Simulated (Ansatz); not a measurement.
sulfuric acid (H₂O₄S), singlet, at a GFN2-xTB geometry; HF/def2-SV(P) in Ansatz (a program for electronic structure).

The Ansatz input:
Ansatz 0.2 input:
```yaml
crystal:
  periodic: [false, false, false]
  atoms:
    - {symbol: O, position_ang: [-0.55270887, 1.35278782, 0.31094223]}
    - {symbol: S, position_ang: [-0.08041867, -0.12569137, -0.01074187]}
    - {symbol: O, position_ang: [-0.62676941, -0.48852650, -1.26558736]}
    - {symbol: O, position_ang: [-0.27441856, -0.91999660, 1.14521182]}
    - {symbol: O, position_ang: [1.47921766, 0.09531076, -0.18718448]}
    - {symbol: H, position_ang: [-0.79115034, 1.75123860, -0.52439176]}
    - {symbol: H, position_ang: [1.87528245, -0.05678066, 0.66920393]}
basis:
  gaussian:
    orbitals: def2-SV_P_.json
    fitting: {mean_field: cc-pVTZ-JKFIT}
hamiltonian:
  xc: hf
```
The basis file holds def2-SV(P) in the JSON format of the Basis Set Exchange.

**Question.** Predict the main parts of the log of this Ansatz run.

**Answer.** 
```
Functional definition: HF
497 factors; integrals over basis functions are off by at most 1.2e-1 eV
mean field evaluation 1: about -18977.6894 eV, gradient 6.1e1 eV
mean field evaluation 2: about -18981.6510 eV, gradient 3.9e1 eV
mean field evaluation 4: about -18984.2152 eV, gradient 1.5e0 eV
mean field evaluation 8: about -18984.2200 eV, gradient 1.2e-5 eV
mean field -18984.21999216 eV, -697.6572167456 hartree, gradient 1.2e-5 eV, S^2 0.000000; 0 other end points of the search recorded, 0 dependent functions left out
reference -18984.21999216 eV, -697.6572167456 hartree; 25, 25 occupied and 53, 53 virtual orbitals, 497 factors
Total energy: -18984.21999216 eV, -697.6572167456 hartree
```
